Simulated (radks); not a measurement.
Isoelectronic series with 4 electrons, all held in the configuration [He] 2s2, which need not be the ground one along the series. Calculated with a radial shooting solver on a logarithmic mesh with Libxc functionals: Dirac Kohn-Sham, PBE, spin-unpolarised, spherical densities, finite nucleus; Fermi nuclear charge, rms radius of each element as measured or else 0.836 A^(1/3) + 0.57 fm. Total energies (hartree) and mean radii <r> (bohr):

ion,E (hartree),2s1/2,1s1/2
Be,-14.63287,2.603,0.4208
N3+,-51.16299,1.105,0.2290
Ne6+,-110.28849,0.7082,0.1570
Al9+,-192.09176,0.5215,0.1193
S12+,-296.69853,0.4125,0.09615
K15+,-424.27179,0.3409,0.08044
Ti18+,-575.01220,0.2903,0.06909
Mn21+,-749.15954,0.2525,0.06049
Ni24+,-946.99453,0.2232,0.05374
Ga27+,-1168.84014,0.1998,0.04831
Se30+,-1415.06642,0.1806,0.04383
Rb33+,-1686.09219,0.1647,0.04007
Zr36+,-1982.38773,0.1511,0.03687
Tc39+,-2304.47835,0.1395,0.03411
Pd42+,-2652.95398,0.1294,0.03170
In45+,-3028.47154,0.1205,0.02957
Te48+,-3431.75572,0.1126,0.02768
Cs51+,-3863.6248,0.1056,0.02599
Ce54+,-4324.9739,0.09922,0.02447
Pm57+,-4816.8019,0.09347,0.02308
Gd60+,-5340.1904,0.08824,0.02182
Ho63+,-5896.4449,0.08344,0.02066
Yb66+,-6486.8829,0.07902,0.01958
